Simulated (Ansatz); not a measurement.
Ansatz (a quantum-chemistry and plane-wave program) input (CCSD(T)/def2-SVPD):

Ansatz 0.2 input:
```yaml
crystal:
  periodic: [false, false, false]
  atoms:
    - {symbol: Si, position_ang: [-1.18570912, 0.14764476, -0.01563206]}
    - {symbol: Si, position_ang: [1.00481334, -0.04033968, 0.00841917]}
    - {symbol: H, position_ang: [-1.32550406, -1.38275470, 0.07066875]}
    - {symbol: H, position_ang: [1.90470915, -1.24441151, 0.08247083]}
    - {symbol: H, position_ang: [1.95333576, 1.12489513, -0.05215915]}
basis:
  gaussian:
    orbitals: def2-SVPD
total_charge: -1
magnetization: {spin_polarized: false}
correlation: {method: ccsd_t, electrons: outside_noble_gas}
```

Output:

```
Functional definition: HF
integrals: 0.05 GiB planned
698 factors; integrals over basis functions are off by at most 1.2e-3 eV
mean field: 0.17 GiB planned
mean field evaluation 1: about -15764.3174 eV, gradient 1.3e1 eV
mean field evaluation 2: about -15764.3174 eV, gradient 1.3e1 eV
mean field evaluation 4: about -15765.2966 eV, gradient 1.9e0 eV
mean field evaluation 8: about -15765.3316 eV, gradient 1.6e-3 eV
mean field evaluation 16: about -15765.3306 eV, gradient 2.2e-1 eV
mean field evaluation 32: about -15757.5947 eV, gradient 1.3e1 eV
mean field -15765.33163455 eV, -579.3652514443 hartree, gradient 2.8e-6 eV, S^2 0.000000; 2 other end points of the search recorded, 0 dependent functions left out; unrestricted orbitals would lower it
10 core orbitals not correlated
reference -15765.33163455 eV, -579.3652514443 hartree; 6, 6 occupied and 56, 56 virtual orbitals, 698 factors
second order -5.95747533 eV of doubles, -0.00000000 eV of singles
coupled cluster: 0.14 GiB planned
cycle   1  -6.68517237 eV  change   -7.3e-1 eV  update   8.9e-2
cycle   2  -7.00014234 eV  change   -3.1e-1 eV  update   3.3e-2
cycle   3  -7.04038940 eV  change   -4.0e-2 eV  update   1.3e-2
cycle   4  -7.03817256 eV  change    2.2e-3 eV  update   4.9e-3
cycle   5  -7.03708411 eV  change    1.1e-3 eV  update   1.9e-3
cycle   6  -7.03692874 eV  change    1.6e-4 eV  update   8.4e-4
cycle   7  -7.03715723 eV  change   -2.3e-4 eV  update   3.3e-4
cycle   8  -7.03722234 eV  change   -6.5e-5 eV  update   1.3e-4
cycle   9  -7.03718446 eV  change    3.8e-5 eV  update   3.4e-5
cycle  10  -7.03717964 eV  change    4.8e-6 eV  update   9.9e-6
coupled cluster: 0.14 GiB planned
perturbative correction -0.34276012 eV, -0.0125962019 hartree
Total energy: -15772.71157431 eV, -579.6364592280 hartree
```

It need not be the lowest isomer of its formula. Whether it binds its extra electron was not tested at this geometry.
